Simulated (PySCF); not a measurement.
C₅H₇N. Atoms are numbered in the order given.

```xyz
13

C      0.0219    -2.1949     0.0000
C      0.0646    -0.7002     0.0000
C      1.1269     0.1373     0.0000
C      0.5966     1.5408     0.0000
N     -0.8564     1.4397     0.0000
C     -1.1237     0.1805     0.0000
H     -0.5144    -2.5772     0.8852
H     -0.5144    -2.5772    -0.8852
H      1.0323    -2.6286     0.0000
H      2.1822    -0.1396     0.0000
H      0.9253     2.1245    -0.8807
H      0.9253     2.1245     0.8807
H     -2.1592    -0.1845     0.0000
```

Coordinates come from a B3LYP-D3(BJ)/def2-SVP optimisation. Other conformers were not sampled.

Computed with PBE/pcSseg-1 (PySCF).

GIAO shieldings, no solvent; atoms alike by connectivity are averaged. δ = σ(ref) − σ: ¹³C against TMS (σ = 182.0 ppm); ¹⁵N against NH3 (σ = 267.0 ppm); ¹H against TMS (σ = 31.49 ppm), references at their B3LYP-D3(BJ)/def2-TZVP geometries, non-relativistic.

| nucleus | atoms | count | δ (ppm) |
|---|---|---|---|
| ¹³C | C6 | 1 | 174.2 |
| ¹³C | C3 | 1 | 153.5 |
| ¹³C | C2 | 1 | 148.0 |
| ¹³C | C4 | 1 | 77.2 |
| ¹³C | C1 | 1 | 16.8 |
| ¹⁵N | N5 | 1 | 388.4 |
| ¹H | H13 | 1 | 8.30 |
| ¹H | H10 | 1 | 7.36 |
| ¹H | H11, H12 | 2 | 4.92 |
| ¹H | H7, H8, H9 | 3 | 2.48 |
